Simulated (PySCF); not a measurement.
# How methods differ on the ionisation energy of Tm⁵⁰⁺

Tm⁵⁰⁺ [Ar] 3d1 [3d3/2^1, M_J = 3/2] → Tm⁵¹⁺ [Ar], as a difference of total energies. All numbers are calculated (PySCF 2.14, the two-component X2C-1e Hamiltonian, in an uncontracted even-tempered set (15 s from 13 bohr⁻², ratio 2.8; 12 p from 17 bohr⁻², ratio 2.8; 8 d from 17 bohr⁻², ratio 2.8; 3 f from 52 bohr⁻², ratio 3)). Correlated levels: [Ne] frozen; the 72 highest virtual spinors dropped. "Screened" scales the spin-orbit matrix elements by Boettger's factors to mimic the two-electron term; Breit and QED terms are absent.

| method | ionisation energy (eV) |
| --- | --- |
| GHF (spin-free) | 4429.6 |
| GMP2 (spin-free) | 4429.1 |
| GHF (screened spin-orbit) | 4462.8 |
| GMP2 (screened spin-orbit) | 4462.3 |

Breit and QED terms and the two-electron picture change are absent.

The spin-free rows lack the spin-orbit shift.

For comparison: 4461 ± 4 eV (theoretical estimate listed by NIST; NIST Atomic Spectra Database, ionization energies).
